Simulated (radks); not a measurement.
The numbers below are computed, except where a source is named.
Numerical settings for the osmium ion Os23+, [Kr] 4d10 4f7. Code: a radial shooting solver on a logarithmic mesh with Libxc functionals. Model: scalar-relativistic Kohn-Sham, SCAN, spin-unpolarised, spherical densities, finite nucleus; meta-GGA in the generalised Kohn-Sham scheme; Fermi nuclear charge, rms radius 5.4126 fm. The defaults (mesh step 0.008 in ln r, mesh end at 40 bohr or more with all orbitals vanishing there, Anderson mixing 0.5 over 9 steps, residual threshold near 1e-9 with the energy settled to 1e-9 hartree or 1e-11 of itself, here a cap of 82 iterations) give E = -17029.369 hartree and 4f at -670.37 eV in 11 iterations. Run on one thread of a shared host, so times are rough (Intel(R) Xeon(R) 6975P-C): 0.08 s of CPU time, 0.08 s wall, 11 iterations on 2189 mesh points. Changes against that run (0 stands for a change within the tolerance of the run):

| setting | iterations | converged | E (mhartree) | e(4f) (meV) | CPU (s) |
|---|---|---|---|---|---|
| mesh step in ln r 0.003 | 13 | yes | -0.0543 | -0.0185 | 0.22 |
| mesh step in ln r 0.03 | 12 | yes | +68.8 | +41.8 | 0.03 |
| mesh step in ln r 0.08 | 2 | no | diverged | - | 0.01 |
| mesh end (bohr) 8 | 11 | yes | +0.0256 | 0 | 0.08 |
| mesh end (bohr) 5 | 11 | yes | +0.266 | 0 | 0.08 |
| residual threshold 0.01 | 11 | yes | 0 | 0 | 0.08 |
| residual threshold 1e-05 | 11 | yes | 0 | 0 | 0.08 |
| mixing 0.05 | 14 | yes | 0 | -0.0418 | 0.1 |
| linear mixing, mixing 0.8 | 13 | yes | 0 | 0 | 0.08 |
| linear mixing, mixing 0.2 | 67 | yes | 0 | -0.0895 | 0.37 |
| mixing history 3 | 14 | yes | 0 | +0.00833 | 0.09 |
| iteration cap 8 | 8 | no | -0.0324 | +9.12 | 0.06 |

Settings that end as converged yet miss the energy by more than 1 mhartree: mesh step in ln r 0.03 (+0.0688 hartree). A mesh that ends early acts as a hard wall.
